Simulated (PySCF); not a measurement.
# Re (rhenium, neutral) across methods

[Xe] 4f14 5d5 6s1 6p1, high-spin 8P determinant (an excited configuration). All numbers are calculated (PySCF 2.14, a scalar-relativistic core potential, in aug-cc-pVTZ-PP with one added diffuse shell each of s, p, d, f, g type with ECP60MDF (7s7p6d4f3g, 113 functions)).

| method | E (hartree) | mean ε 5d α (eV) | mean ε 6s α (eV) | mean ε 6p α (eV) | Σ⟨r²⟩ (bohr²) | ⟨S²⟩ |
| --- | --- | --- | --- | --- | --- | --- |
| TPSS | -78.3692 | -7.922 | -7.575 | -2.470 | 64.89 | 15.751 |
| LDA | -78.2111 | -7.965 | -8.043 | -2.595 | 64.94 | 15.750 |
| PBE | -78.4083 | -7.962 | -7.608 | -2.494 | 65.21 | 15.751 |
| UHF | -77.79863 | -13.276 | -10.939 | -5.089 | 64.08 | 15.754 |
| PBE0 | -78.3799 | -9.397 | -8.615 | -3.182 | 64.37 | 15.751 |
| revPBE | -78.4535 | -7.930 | -7.572 | -2.470 | 65.16 | 15.751 |

(1) Estimate the same row for r2SCAN.

Energies and moments cover only the electrons outside the core potential. Spin-orbit coupling, absent here, splits the open shell strongly.

## Answers

(1) E (hartree) = -78.4364; mean ε 5d α (eV) = -8.343; mean ε 6s α (eV) = -8.031; mean ε 6p α (eV) = -2.623; Σ⟨r²⟩ (bohr²) = 64.00; ⟨S²⟩ = 15.752.
